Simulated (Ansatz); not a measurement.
Input file for Ansatz (a quantum-chemistry and plane-wave program): R-B3LYP/def2-TZVPP on H4PbSSi (SMILES [SiH3][Pb][SH]), a point of a torsion scan. Elements past Kr take the def2 small-core potentials; no spin–orbit coupling.

Ansatz 0.2 input:
```yaml
crystal:
  periodic: [false, false, false]
  atoms:
    - {symbol: Si, position_ang: [-1.30303411, -0.18957047, -0.04991928]}
    - {symbol: Pb, position_ang: [0.69273649, 1.59694189, 0.07609030]}
    - {symbol: S, position_ang: [2.48877590, -0.18559986, 0.17726395]}
    - {symbol: H, position_ang: [-1.02278289, -1.48096009, -0.66591907]}
    - {symbol: H, position_ang: [-2.51811195, 0.28585702, -0.72286254]}
    - {symbol: H, position_ang: [-1.77471978, -0.51759527, 1.30087554]}
    - {symbol: H, position_ang: [3.40053697, 0.47267641, 0.87843894]}
basis:
  gaussian:
    orbitals: def2-TZVPP
hamiltonian:
  xc: {name: B3LYP}
scf: {lower_state_search: off}
```

The log:

```
WARN ansatz: RAYON_NUM_THREADS=1 ignored (pool sized by the plan → 1); use --threads N
Functional definition: B3LYP
these checks for a lower state are left out or cut short: stability, starts, cluster_reference, orbital_swaps, neighbouring_geometries, increment
integrals: 0.12 GiB planned
1253 factors; their error is unknown
mean field: 0.94 GiB planned
mean field evaluation 1: about -24028.0941 eV, gradient 2.8e1 eV
mean field evaluation 2: about -24015.2021 eV, gradient 6.7e1 eV
mean field evaluation 4: about -24030.8948 eV, gradient 4.6e0 eV
mean field evaluation 8: about -24030.9880 eV, gradient 1.6e-1 eV
mean field evaluation 16: about -24030.9880 eV, gradient 3.8e-5 eV
mean field -24030.98801043 eV, -883.1225205944 hartree, gradient 9.6e-7 eV, S^2 0.000000; 0 other end points of the search recorded, 0 dependent functions left out
reference -24030.98827807 eV, -883.1225304302 hartree; 28, 28 occupied and 162, 162 virtual orbitals, 1253 factors
Total energy: -24030.98827807 eV, -883.1225304302 hartree
Checks for a lower state left out: stability, starts, cluster_reference, orbital_swaps, neighbouring_geometries, increment
```

The run converged.

Cost: roughly 2.3 core-seconds.
